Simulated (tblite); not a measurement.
C₃H₁₀O₃SSi.
Z-matrix (Å and degrees, GFN2-xTB geometry), rows numbered from 1:
```
C 
C   1  1.5185
C   2  1.5192  1  111.88
S   2  1.8461  1  110.26  3  -120.31
Si  4  2.1342  2  101.33  1   -73.04
O   5  1.6251  4  108.55  2  -166.95
O   5  1.6243  4  114.97  2    74.34
O   5  1.6197  4  105.47  2   -42.97
H   1  1.0881  2  110.07  3    60.34
H   1  1.0889  2  109.81  3   -59.32
H   1  1.0872  2  110.84  3  -179.42
H   2  1.0910  1  110.51  3   123.25
H   3  1.0869  2  110.50  1  -178.93
H   3  1.0884  2  109.99  1    60.85
H   3  1.0877  2  110.08  1   -59.20
H   6  0.9527  5  120.08  4    44.63
H   7  0.9534  5  118.96  4    74.22
H   8  0.9541  5  119.68  4   161.85
```

Computed with GFN2-xTB (tblite): harmonic, unscaled wavenumbers at the GFN2-xTB geometry, gas phase. This tight-binding method is rough: wavenumbers can miss measured ones by several per cent, in bad cases by 10 to 20. One conformer, not necessarily the lowest.

Harmonic wavenumbers (cm⁻¹): 36.4, 57.5, 107.4, 160.0, 177.5, 201.0, 207.9, 231.4, 255.6, 263.5, 272.9, 302.3, 311.6, 336.4, 339.5, 417.0, 530.6, 647.4, 797.3, 834.1, 842.5, 856.4, 933.2, 935.9, 948.9, 963.3, 979.2, 1072.4, 1148.8, 1166.0, 1240.3, 1306.8, 1402.1, 1413.9, 1481.0, 1489.3, 1491.8, 1500.8, 2967.1, 3013.3, 3021.5, 3031.6, 3038.7, 3046.4, 3046.9, 3655.7, 3682.6, 3691.6.

A = 2456, B = 909.4, C = 833.5 MHz; mass 154.012 u (most abundant isotopes); point group C1, symmetry number 1.

Zero-point energy?

Half the sum of the wavenumbers: 29928 cm⁻¹ = 85.57 kcal/mol.

Give the ideal-gas entropy at 200 K and 1 bar in the rigid-rotor, harmonic-oscillator model (classical rotation).

Translation 39.05, rotation 28.35, vibration 25.17: S = 92.6 cal/(mol K).

And Cp and H(200 K) − H(0)?

Cp = 35.31 cal/(mol K), of which vibrations give 27.36 (their classical limit is 48 R = 95.4); H(200 K) − H(0) = 4.39 kcal/mol without the zero-point energy, 2.80 from vibrations.

How do the functions run with temperature in this model?

```csv
T (K),S (cal/(mol K)),Cp (cal/(mol K)),H − H(0) (kcal/mol),G − H(0) (kcal/mol),ln q(vib)
50,60.3,13.8,0.52,-2.49,0.72
100,72.5,22.7,1.43,-5.82,2.15
298.15,108.4,44.5,8.32,-24.00,9.00
373.15,119.1,50.8,11.90,-32.54,11.48
500,135.3,59.6,18.93,-48.70,15.43
750,161.8,71.4,35.42,-85.96,22.47
1000,183.5,79.2,54.32,-129.21,28.67
```

q(vib) and H(0) count from the zero-point level.

Blend soft modes into free rotors: weight 1/[1 + (100 cm⁻¹/ν̃)⁴] for the oscillator and the rest for a rotor with moment μB/(μ + B), μ = h/(8π²ν), B = 10⁻⁴⁴ kg m². What vibrational entropy results?

23.41 cal/(mol K) in place of 25.17, which changes −T·S at 200 K by +0.35 kcal/mol.

Which modes carry the vibrational entropy at 200 K?

36.4 cm⁻¹: 4.66; 57.5 cm⁻¹: 3.76; 107.4 cm⁻¹: 2.55; 160.0 cm⁻¹: 1.81; 177.5 cm⁻¹: 1.63; 201.0 cm⁻¹: 1.42 cal/(mol K); the other 42 give 9.34 together.

Hindered rotation and anharmonicity are outside this model. Other conformers, if any are populated, would add a mixing term that is left out. The structure is chiral; the term R ln 2 for an equal mix with its mirror image is left out.
